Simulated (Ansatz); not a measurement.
Species: 2-methylprop-2-ene-1-selenol, C₄H₈Se, charge 0, multiplicity 1. 
Structure (B3LYP-D3(BJ)/def2-TZVP (Ansatz, a program for electronic structure) minimum search):
```
C
C 1 1.3313
H 2 1.0826 1 121.52
H 2 1.0830 3 116.92 1 179.84
C 1 1.4940 2 120.73 3 -179.40
H 5 1.0874 1 111.61 2 6.21
H 5 1.0888 6 108.56 1 -124.18
C 1 1.5000 2 122.61 3 0.07
H 8 1.0890 1 111.48 2 -2.76
H 8 1.0928 9 108.32 1 -121.92
H 8 1.0943 9 108.43 10 -115.83
Se 5 1.9975 6 104.02 7 -112.39
H 12 1.4713 5 95.65 6 154.50
```

Parts of the frozen-core correlation energy in cc-pVTZ (Ansatz, hartree). Frozen orbitals: 18; correlated occupied orbitals by spin: 15 and 15; virtual: 242 and 242. Spin-orbit coupling is left out. No relativistic terms.

```tsv
term	value
reference (HF)	-2556.04827
MP2 opposite-spin	(withheld)
MP2 same-spin	(withheld)
CCSD correlation	(withheld)
(T)	-0.03944
T1 diagnostic	0.010
largest doubles amplitude	0.041
```

### Question
Complete the blanks.

### Answer

- MP2 opposite-spin, value: -0.64586
- MP2 same-spin, value: -0.18948
- CCSD correlation, value: -0.88813
